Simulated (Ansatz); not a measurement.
Tuning the range parameter of LC-ωPBE so that −HOMO meets the ionisation energy; basis def2-SVP, Ansatz. System: CeCl3. Total charge 0; doublet. Geometry: r2SCAN-D4/def2-SVP. The ionised state is a singlet, and HOMO is the level of the spin that leaves.

Geometry of the doublet:

```xyz
4

Ce    0.093   -0.510   -0.105
Cl   -2.425   -0.271    0.060
Cl    1.069    0.798   -2.044
Cl    1.263   -0.018    2.088
```

In the def2 sets Ce takes a core potential; there is no spin–orbit coupling. With an open 4f shell the SCF may have ended on a state above the lowest.

```tsv
ω (1/bohr)	HOMO (eV)	LUMO (eV)	vertical IE (eV)	HOMO + IE (eV)
0.1	-6.25	-2.67	8.57	2.32
0.15	-7.10	-2.07	8.77	1.67
0.2	-7.97	-1.57	9.07	1.11
0.3	-9.62	-0.86	9.84	0.22
```

Problem. Where does the tuning condition hold?

Solution. Not within the range that was run.
